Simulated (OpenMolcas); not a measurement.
## Mo3+: effect of the active space

```
Program             : OpenMolcas 26.06
Method              : SS-CASPT2 or its RAS form, IPEA 0.25 Eh, imaginary shift 0.1 Eh
Basis               : ANO-RCC-VQZP
Scalar Hamiltonian  : DKH2, point nucleus
Spin-orbit coupling : RASSI with atomic mean-field integrals over the reference wave functions, term energies averaged over their components
```

A. 3 electrons in 5 orbitals (4d); 2S+1 = 4 even, 10 roots; 2S+1 = 2 even, 40 roots; closed shells correlated: 4s 4p; CASPT2 step roughly 21 core-seconds
B. 9 electrons in 8 orbitals (RAS1 4p, at most 2 holes; RAS2 4d); 2S+1 = 4 even, 10 roots; 2S+1 = 2 even, 40 roots; closed shells correlated: 4s; CASPT2 step roughly 60 core-seconds
C. 3 electrons in 10 orbitals (4d 5d); 2S+1 = 4 even, 10 roots; 2S+1 = 2 even, 40 roots; closed shells correlated: 4s 4p; CASPT2 step of the order of 7 core-minutes

Energies in cm-1 above 4d3 4F 3/2, the measured ground level; measured values from Sugar and Musgrove, J. Phys. Chem. Ref. Data 17, 155 (1988).

```
        Level      A      B      C  Measured
   4d3 4F 3/2    0.0    0.0    0.0       0.0
   4d3 4F 5/2    755    794    761       778
   4d3 4F 7/2   1708   1791   1720      1760
   4d3 4F 9/2   2790   2920   2810      2865
   4d3 4P 1/2  10920  10700  10480     10338
   4d3 4P 3/2  10950  10630  10420     10331
   4d3 2G 7/2  11680  11810  11480     11580
   4d3 4P 5/2  12100  12030  11800     11612
   4d3 2G 9/2  12390  12530  12260     12311
   4d3 2P 1/2  15550  14270  13810     14348
   4d3 2H 9/2  16060  16240  16170     15995
  4d3 2H 11/2  16410  16590  16600     16357
4d3 2D 5/2(1)  17200  17530  17000     16809
   4d3 2F 7/2  25420  25360  25260     24787
   4d3 2F 5/2  25740  25700  25590     25100
4d3 2D 5/2(2)  40180  39750  40220     38922
4d3 2D 3/2(2)  40550  40220  40560     39231
```

Deviations, from unrounded energies. A percentage is the sum of absolute deviations over the sum of measured energies, with the sign that they share, or ± where signs differ.

```json
{"Against measurement": "mean absolute deviation (cm-1)", "Levels": "16", "A": "470", "B": "370", "C": "340"}
{"Against measurement": "fine structure of the ground term (%)", "Levels": "3", "A": "-2.8", "B": "+1.9", "C": "-2.1"}
{"Against measurement": "other terms of the ground configuration (%)", "Levels": "13", "A": "+3.0", "B": "±2.3", "C": "±2.1"}
```

C lies closest to measurement on these levels and A furthest from it. The largest miss of C in the table is 4d3 2D 3/2(2), by +1300 cm-1. The ranking rests on the paired levels alone, and a cruder setting can come out closer through cancelling errors.

The two smallest mean deviations differ by little beside CASPT2's spread within terms, so their order carries little weight.

Among A to C the level of the table that moves most is 4d3 2P 1/2, by 1700 cm-1 (lowest in C, highest in A). Moves below CASPT2's spread within the term are not significant.

Term energies are means over components that CASPT2 splits; among the terms shown or strongly mixed into the levels shown the widest spread is 600 cm-1 (4d3 2H, A). The CASPT2 spread within a term exceeds the gap to the next term for 4d3 2P and 4d3 2H, so the order of their levels is uncertain (holds for A). Active for correlation alone: 4p; no level in the range computed is led by a configuration that opens it, so any true level of that kind is missing (holds for B). Active for correlation alone: 5d; no level in the range computed is led by a configuration that fills it, so any true level of that kind is missing (holds for C). Measured partners are found by configuration, term and J. A level has none where our copy of the source lacks it or the pairing is in doubt (some pairs that miss far off the trend of their configuration count as doubtful), and it then counts in no deviation. Levels of configurations outside the active space are missing. Levels that lie high or do not pair safely by name in every column are left out.

A number in round brackets counts repeated terms of one configuration in the order of the reference energies.
